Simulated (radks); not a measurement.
Values are calculated unless marked as measured or tabulated.
Polarisability of the tin ion Sn2+, [Kr] 4d10 5s2, at imaginary frequency. Code: a radial shooting solver on a logarithmic mesh with Libxc functionals. Model: non-relativistic Kohn-Sham, PBE, spin-polarised, spherical densities, point nucleus; relativity is left out, which matters for an element this heavy. Response by self-consistent Sternheimer equations with the Hartree and adiabatic LDA kernel.

| w (hartree) | alpha1(iw) (bohr^3) | alpha2(iw) (bohr^5) |
|---|---|---|
| 0.00266 | 16.99 | 68.59 |
| 0.0143 | 16.96 | 68.55 |
| 0.0360 | 16.82 | 68.36 |
| 0.0697 | 16.39 | 67.73 |
| 0.118 | 15.40 | 66.19 |
| 0.186 | 13.60 | 62.96 |
| 0.280 | 11.06 | 57.06 |
| 0.413 | 8.262 | 47.85 |
| 0.605 | 5.818 | 36.01 |
| 0.892 | 3.978 | 23.84 |
| 1.35 | 2.645 | 13.91 |
| 2.12 | 1.632 | 7.200 |
| 3.59 | 0.8432 | 3.225 |
| 6.94 | 0.3146 | 1.100 |
| 17.5 | 0.07095 | 0.2051 |

Static values: alpha1 = 16.99 bohr^3 (2.517 angstrom^3; uncoupled 32.70), alpha2 = 68.59 bohr^5, alpha3 = 515.0 bohr^7. C6 = 95.73, C8 = 2318, triple-dipole C9 = 1103 atomic units. One-pole (London) frequency 4 C6 / (3 alpha1^2) = 0.442 hartree, against 0.920 for minus the highest occupied eigenvalue.
